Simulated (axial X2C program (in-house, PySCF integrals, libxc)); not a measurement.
# MP2 spin-free against experiment

Computed with an in-house relativistic program for diatomic molecules, spin-free (one-electron X2C) or two-component (2c: spin–orbit coupling with atomic mean-field Coulomb and Gaunt terms, which also bring small scalar terms), in Dyall basis sets with cores contracted in-house; open shells are unrestricted.

Dyall triple-zeta sets (v3z, cv3z or av3z by atom and run).

Measured values: Huber and Herzberg, Constants of Diatomic Molecules (1979). Errors are computed minus measured. MP2 and coupled cluster freeze inner shells, in many runs the outer core of a metal too (1s of Li among them), which lengthens bonds; no counterpoise correction.

```
molecule  state  measured Re (Å)  measured ωe (cm⁻¹)
     NO⁺    1Σ+          1.06322             2376.42
      N₂   1Σg+          1.09769             2358.57
      PN    1Σ+          1.49087             1337.24
      CS    1Σ+          1.53494             1285.08
     LiH    1Σ+           1.5957             1405.65
      HI    1Σ+          1.60916             2309.01
     MnH     7Σ           1.7311                1548
     CuF    1Σ+          1.74493              622.65
      S₂   3Σg-           1.8892              725.65
      P₂   1Σg+           1.8934              780.77
     GeS    1Σ+          2.01209               575.8
    AlCl    1Σ+          2.13011               481.3
    GeSe    1Σ+          2.13463               408.7
    BrCl    1Σ+          2.13606             444.276
    LiBr    1Σ+          2.17043              563.16
     SnS    1Σ+          2.20903              487.26
     Br₂   1Σg+          2.28105             325.321
     PbS    1Σ+          2.28686               429.4
    GeTe    1Σ+          2.34016               323.9
     LiI    1Σ+          2.39192              498.16
     SrS    1Σ+           2.4405              388.38
    TlCl    1Σ+          2.48483                 n/a
     AlI    1Σ+           2.5371               316.1
     Li₂   1Σg+           2.6729              351.43
```

MP2 spin-free gives:

```csv
molecule,correlated electrons,Re (Å),ωe (cm⁻¹)
NO⁺,10,1.082,2158.4
N₂,10,1.113,2189.9
PN,10,1.529,1174.4
CS,10,1.542,1298.5
LiH,2,1.600,1425.6
HI,8,1.603,2395.3
MnH,8,1.730,1606.0
CuF,18,1.720,639.2
S₂,12,1.909,711.6
P₂,10,1.926,726.9
GeS,10,2.031,569.8
AlCl,10,2.156,474.9
GeSe,20,2.143,409.5
BrCl,14,2.140,458.1
LiBr,8,2.194,553.6
SnS,10,2.234,484.6
Br₂,14,2.279,338.2
PbS,10,2.314,436.3
GeTe,10,2.360,326.7
LiI,8,2.422,487.3
SrS,8,2.501,367.3
TlCl,20,2.505,279.9
AlI,10,2.555,318.5
Li₂,2,2.754,339.8
```

Work out the errors, computed minus measured.



```csv
molecule,error of Re (Å),error of ωe (%)
NO⁺,0.019,-9.2
N₂,0.015,-7.2
PN,0.038,-12.2
CS,0.007,1.0
LiH,0.004,1.4
HI,-0.006,3.7
MnH,-0.001,3.7
CuF,-0.025,2.7
S₂,0.020,-1.9
P₂,0.033,-6.9
GeS,0.019,-1.0
AlCl,0.026,-1.3
GeSe,0.008,0.2
BrCl,0.004,3.1
LiBr,0.024,-1.7
SnS,0.025,-0.5
Br₂,-0.002,4.0
PbS,0.027,1.6
GeTe,0.020,0.9
LiI,0.030,-2.2
SrS,0.060,-5.4
TlCl,0.020,n/a
AlI,0.018,0.8
Li₂,0.081,-3.3
```

What are the mean, mean absolute and worst errors of Re over these?

Mean 0.019 Å, mean absolute 0.022 Å, worst 0.082 (Li₂).
